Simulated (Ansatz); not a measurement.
Mulliken charges of FH5OSi2, SMILES `O[SiH2][SiH2]F` from PBE/def2-TZVPP in Ansatz (PBE0-D4/def2-TZVP geometry).

```tsv
atom	x (Å)	y (Å)	z (Å)	charge (e)
O1	-0.656	1.806	0.190	-0.357
Si2	0.324	0.688	-0.534	0.310
Si3	-0.170	-1.335	0.551	0.442
F4	0.737	-2.492	-0.103	-0.290
H5	-0.607	2.714	-0.111	0.188
H6	1.765	1.037	-0.379	-0.076
H7	0.055	0.586	-1.998	-0.076
H8	-1.594	-1.725	0.381	-0.071
H9	0.145	-1.279	2.003	-0.071
```

**Question.** By hand: the dipole of these point charges (1 e Å = 4.8032 D).

**Answer.** Σ q r = (-0.104, 0.301, 0.031) e Å, of length 0.320 e Å = 1.54 D.

**Question.** How does the dipole of the full density compare? (Best estimate.)

**Answer.** Ansatz gave: (-0.058, 0.425, -0.053) e Å, 2.08 D; the point charges give 0.74 times that, at 17° from its direction.

Point charges leave out the atoms' own dipoles, such as those of lone pairs, and Mulliken's split depends on the basis, so the two needn't agree.
